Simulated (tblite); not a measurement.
A tight-binding relaxation on `[BH3-][N+]#C[Se]CCC`.

Computed with GFN2-xTB geometry optimisation, gas phase (tblite 0.8.0). Start geometry: from a force field or distance geometry. The command runs a driver script over a list of jobs; the input below is this job's line of settings and its coordinates in Å.

Command:
```bash
OMP_NUM_THREADS=1 python probes_run.py task.json out
```

Input:
```
{"job": {"kind": "relax", "xc": "GFN2-xTB", "basis": "xTB"}, "charge": 0, "multiplicity": 1}
B      3.795700     0.503600     0.820300
N      2.586200     0.147200    -0.025000
C      1.679600    -0.126100    -0.664700
Se     0.156300    -0.518000    -1.753100
C     -1.280800    -1.273900    -0.699800
C     -1.874700    -0.351900     0.311600
C     -2.460800     0.918700    -0.245600
H      4.411400    -0.472900     1.042200
H      3.368700     0.922600     1.852800
H      4.428100     1.356300     0.315500
H     -2.124500    -1.588000    -1.379800
H     -0.940300    -2.183500    -0.167300
H     -2.742200    -0.885300     0.806000
H     -1.093600    -0.102900     1.072400
H     -1.841600     1.372700    -1.039600
H     -3.503100     0.680900    -0.583100
H     -2.571400     1.612400     0.626400
```

Output:
```
step      E/eV     max force
  0    -569.66925    3.131
  1    -569.71990    5.311
  2    -569.93050    0.842
  3    -569.98684    0.893
  4    -570.04809    1.035
  5    -570.09425    0.653
  6    -570.13157    0.567
  7    -570.16069    0.410
  8    -570.17355    0.322
  9    -570.18309    0.274
... (92 lines left out)
102    -570.30687    0.026
103    -570.30693    0.023
104    -570.30700    0.038
105    -570.30705    0.058
106    -570.30712    0.030
107    -570.30719    0.022
108    -570.30725    0.015
109    -570.30728    0.012
110    -570.30732    0.014
111    -570.30735    0.010
```

«max force» is the largest atomic force in eV/Å.

Q: From which step on does the largest force stay under 0.1 eV/Å, and how much energy is left to gain from there?

A: From step 30 (0.086 eV/Å), 32.1 meV above the end.

Main results: energy lowered by 14.7 kcal/mol over 111 steps; largest atomic force 0.010 eV/Å at the end.

Q: Give the final coordinates.

A: 0.345 Å rms from the input after alignment:
```
atom  x, y, z in Å
B1     3.4122    0.3959    0.8687
N2     2.3427    0.1181   -0.0787
C3     1.4697   -0.1298   -0.8013
Se4    0.1550   -0.4577   -1.9836
C5    -1.1336   -1.2349   -0.6776
C6    -1.5692   -0.2471    0.3892
C7    -2.3904    0.9000   -0.1814
H8     3.9686   -0.6370    1.0776
H9     2.8839    0.8602    1.8329
H10    4.1034    1.1971    0.3182
H11   -1.9772   -1.5668   -1.2857
H12   -0.6389   -2.1053   -0.2437
H13   -2.1637   -0.7933    1.1266
H14   -0.6883    0.1473    0.9026
H15   -1.8073    1.4533   -0.9171
H16   -3.2902    0.5251   -0.6656
H17   -2.6837    1.5870    0.6077
```

On Arm Neoverse V2, one thread, no GPU, shared host, this took 0.58 s of wall time.
Labels such as C1 count atoms from 1, the log's own numbers from 0.
